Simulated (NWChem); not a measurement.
All runs are NWChem calculations. System: C₂H₄F, charge 0, spin multiplicity 2, at a geometry optimised with UPBE0/def2-SVP. The structure started from a generated list of species. Its SCF solution wasn't tested for a lower state. Level: ULDA (SVWN5)/def2-TZVP.

Job file:

```
start mol
memory heap 200 mb stack 900 mb global 1100 mb
geometry units angstroms nocenter noautoz noautosym
  C     -1.150963     0.170909    -0.297818
  C      0.306853     0.377595    -0.206953
  F      0.991470    -0.555528     0.462713
  H     -1.601704     0.925065    -0.958700
  H     -1.649469     0.245786     0.689761
  H     -1.383250    -0.828928    -0.700091
  H      0.775862     1.366802    -0.166758
end
basis spherical
  * library def2-tzvp
end
dft
  xc slater vwn_5
  odft
  mult 2
  semidirect memsize 60000000 filesize 0
  iterations 100
end
task dft energy
```

Output (cleaned and shortened):

```
             Northwest Computational Chemistry Package (NWChem) 7.3.0
             --------------------------------------------------------

                                NWChem Input Module
                                -------------------

 Scaling coordinates for geometry "geometry" by  1.889725989
 (inverse scale =  0.529177249)

                             Geometry "geometry" -> ""
                             -------------------------

 Output coordinates in angstroms (scale by  1.889725989 to convert to a.u.)

  No.       Tag          Charge          X              Y              Z
 ---- ---------------- ---------- -------------- -------------- --------------
    1 C                    6.0000    -1.15096300     0.17090900    -0.29781800
    2 C                    6.0000     0.30685300     0.37759500    -0.20695300
    3 F                    9.0000     0.99147000    -0.55552800     0.46271300
    4 H                    1.0000    -1.60170400     0.92506500    -0.95870000
    5 H                    1.0000    -1.64946900     0.24578600     0.68976100
    6 H                    1.0000    -1.38325000    -0.82892800    -0.70009100
    7 H                    1.0000     0.77586200     1.36680200    -0.16675800

 Effective nuclear repulsion energy (a.u.)      72.3906180658

            Nuclear Dipole moment (a.u.)
            ----------------------------
        X                 Y               Z
 ---------------- ---------------- ----------------
     0.0000170075    -0.0000056692     0.0000056692


 Summary of "ao basis" -> "" (spherical)
 ------------------------------------------------------------------------------
       Tag                 Description            Shells   Functions and Types
 ---------------- ------------------------------  ------  ---------------------
 *                         def2-tzvp                  on all atoms

                                 NWChem DFT Module
                                 -----------------

 Summary of "ao basis" -> "ao basis" (spherical)
 ------------------------------------------------------------------------------
[...]
 overlap   0.973  0.999  0.995  0.999  0.997  0.992  0.991  0.986  0.996  0.896

   alpha     21     22     23     24     25     26     27     28     29     30
    beta     21     22     23     24     25     26     27     28     29     30
 overlap   0.884  0.920  0.956  0.986  0.996  0.931  0.927  0.990  0.998  0.997

   alpha     31     32     33     34     35     36     37     38     39     40
    beta     31     32     33     34     35     36     37     38     39     40
 overlap   0.998  0.998  0.997  0.997  0.997  0.990  0.879  0.880  0.998  0.997

   alpha     41     42     43     44     45     46     47     48     49     50
    beta     41     42     43     44     45     46     47     48     49     50
 overlap   0.986  0.989  0.992  0.997  0.998  0.957  0.950  0.989  0.970  0.964

   alpha     51     52     53     54     55     56     57     58     59     60
    beta     51     52     53     54     56     55     57     58     59     60
 overlap   0.997  0.999  0.999  0.997  0.800  0.798  0.997  0.999  0.995  0.995

   alpha     61     62     63     64     65     66     67     68     69     70
    beta     61     62     63     64     65     66     67     68     69     70
 overlap   0.992  0.968  0.966  0.995  0.995  0.917  0.917  0.999  1.000  0.999

   alpha     71     72     73     74     75     76     77     78     79     80
    beta     71     72     73     74     75     76     77     78     79     80
 overlap   0.996  0.998  0.988  0.987  0.996  0.971  0.831  0.845  0.903  0.910

   alpha     81     82     83     84     85     86     87     88     89     90
    beta     81     82     83     84     85     86     87     88     89     90
 overlap   0.988  0.972  0.948  0.973  0.991  0.988  0.975  0.982  0.998  0.998

   alpha     91     92     93     94     95     96     97     98     99    100
    beta     91     92     93     94     95     96     97     98     99    100
 overlap   0.987  0.986  0.999  0.871  0.870  0.999  0.999  0.999  0.995  0.995

   alpha    101    102    103    104    105    106    107    108    109    110
    beta    101    102    103    104    105    106    107    108    109    110
 overlap   1.000  1.000  0.999  0.999  1.000  1.000  1.000  1.000  1.000  1.000

   alpha    111    112    113    114    115    116    117
    beta    111    112    113    114    115    116    117
 overlap   1.000  1.000  1.000  1.000  0.998  0.998  1.000

     --------------------------
     Expectation value of S2:
     --------------------------
      <S2> =      0.7519 (Exact =     0.7500)

 center of mass
 --------------
 x =   0.19360551 y =  -0.09040845 z =   0.06384362

 moments of inertia (a.u.)
 ------------------
          67.262933698434          38.857658165726         -46.962460274085
          38.857658165726         180.664213973484          24.011251398466
         -46.962460274085          24.011251398466         194.218187057221

     Multipole analysis of the density
     ---------------------------------

     L   x y z        total         alpha         beta         nuclear
     -   - - -        -----         -----         ----         -------
     0   0 0 0     -0.000000    -13.000000    -12.000000     25.000000

     1   1 0 0     -0.462128     -0.469735      0.007590      0.000017
     1   0 1 0      0.359989     -0.050905      0.410899     -0.000006
     1   0 0 1     -0.086999      0.224792     -0.311797      0.000006

     2   2 0 0    -13.837078    -53.092027    -50.599845     89.854793
     2   1 1 0      0.622800      9.400058      9.514444    -18.291702
     2   1 0 1      0.127178    -12.085899    -12.932103     25.145180
     2   0 2 0    -13.243566    -20.313539    -18.926142     25.996115
     2   0 1 1      0.123806      6.315756      6.137656    -12.329606
     2   0 0 2    -14.321535    -16.651890    -14.199716     16.530071

 Task  times  cpu:        6.4s     wall:        6.4s

 Total times  cpu:        6.4s     wall:        6.4s
```
